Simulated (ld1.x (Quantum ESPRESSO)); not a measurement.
## Configuration tests for mercury (ultrasoft)

ld1.x (Quantum ESPRESSO) 7.5 input, shortened:

```
&input
   title='Hg', zed=80., rel=1, dft='BP', iswitch=3,
   config='[Xe] 4f14 5d10 5f-2 6s1 6p0'
 /
 &inputp
   pseudotype=3, tm=.true., lloc=-1, rcloc=1.90,
   nlcc=.true., new_core_ps=.true., rcore=1.25
 /
8
5S  1  0   2.00   0.00  1.15  1.40  0.0
6S  2  0   1.00   0.00  1.15  1.40  0.0
5P  2  1   6.00   0.00  1.35  1.50  0.0
6P  3  1   0.00   0.00  1.35  1.50  0.0
5D  3  2  10.00   0.00  1.60  2.05  0.0
5D  3  2   0.00   2.20  1.60  2.05  0.0
5F  4  3  -2.00   0.40  1.90  2.05  0.0
5F  4  3  -2.00   2.40  1.90  2.05  0.0
 &test
   configts(1)='5s2 5p6 5d10 6s1 6p0'
 /
```

Energies are relative to the spin-unpolarised reference configuration 5s2 5p6 5d10 6s1 6p0; without spin polarisation the order of configurations can differ from experiment. Not all tests gave a result: 1 of 7 tests not solved or not reliable. Left out of the table: 5s2 5p6 5d10 6s0 6p2 (pseudo-atom not self-consistent, printed error +1.3 eV).

| valence configuration | charge | ΔE all-electron (eV) | error AE − PS (meV) |
| --- | --- | --- | --- |
| 5s2 5p6 5d10 6s0 6p0 | +2 | 19.123 | +3110 |
| 5s2 5p6 5d9 6s0 6p0 | +3 | 54.755 | +2596 |
| 5s2 5p5 5d10 6s2 6p0 | +1 | 62.551 | -4447 |
| 5s2 5p6 5d9 6s2 6p0 | +1 | 4.765 | -3914 |
| 5s2 5p6 5d10 6s0 6p1 | +1 | 7.494 | +1795 |

(1) What are ΔE and the potential's error for 5s2 5p6 5d10 6s2 6p0?

Levels in the configuration 5s2 5p6 5d10 6s2 6p0:

```tsv
level	all-electron (eV)	pseudo (eV)
5s	-118.382	-120.763
5p	-66.665	-68.907
5d	-9.981	-11.887
6s	-6.995	-5.547
```

A Bessel basis up to 400 Ry misses an occupied level by 0.94 Ry, so cutoffs and ghosts were not judged. The potential misses its own reference levels by up to 2.5 eV, so it is not fit for use.

Answers

(1) ΔE = -10.871 eV all-electron; the error (AE − PS) is -1970 meV.

These tests converged, but a pseudo level misses the all-electron one widely, so the file describes the atom poorly there or has found another state: 5s2 5p6 5d10 6s2 6p0: 6s by 1.4 eV (a node warning on the way); 5s2 5p6 5d10 6s0 6p0: empty 6s by 3.8 eV; 5s2 5p6 5d9 6s0 6p0: empty 6s by 4.7 eV; 5s2 5p5 5d10 6s2 6p0: 6s by 2.3 eV; 5s2 5p6 5d9 6s2 6p0: 6s by 2.3 eV; 5s2 5p6 5d10 6s0 6p1: empty 6s by 2.7 eV. ld1.x printed “convergence not achieved” for 2 of the counted tests; their residual had stalled under 1e-8, short of the target of 1e-14.
